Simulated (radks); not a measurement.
Results of a calculation; reference values are marked as such.
All-electron atom: Mo II in [Kr] 4d5.

Level of theory: scalar-relativistic Kohn-Sham, Slater X-alpha with alpha = 0.626, spin-unpolarised, spherical densities, finite nucleus; Fermi nuclear charge, rms radius 4.4091 fm (a radial shooting solver on a logarithmic mesh with Libxc functionals).

Energy parts (eV):
total: -109749.554
kinetic: 113201.829
electron-nucleus: -264669.047
Hartree: 44654.659
exchange: -2936.994

Orbitals (lengths in bohr, moments of r in powers of bohr):
| orbital | occ. | eigenvalue (eV) | <r^4> | <1/r> |
|---|---|---|---|---|
| 1s | 2 | -19776.62 | 7.247e-06 | 43.48 |
| 2s | 2 | -2794.683 | 0.001345 | 9.784 |
| 2p | 6 | -2499.747 | 0.0009628 | 9.520 |
| 3s | 2 | -478.0856 | 0.06988 | 3.354 |
| 3p | 6 | -381.6282 | 0.07720 | 3.192 |
| 3d | 10 | -224.2369 | 0.08498 | 2.960 |
| 4s | 2 | -69.2016 | 2.988 | 1.232 |
| 4p | 6 | -43.4838 | 5.097 | 1.086 |
| 4d | 5 | -9.0399 | 48.15 | 0.6984 |

The highest occupied level is 4d at -9.040 eV. The density falls to 0.001 e/bohr^3 at r = 4.10 bohr. The electron density at the nucleus is 9.217e+04 e/bohr^3 (large components only).
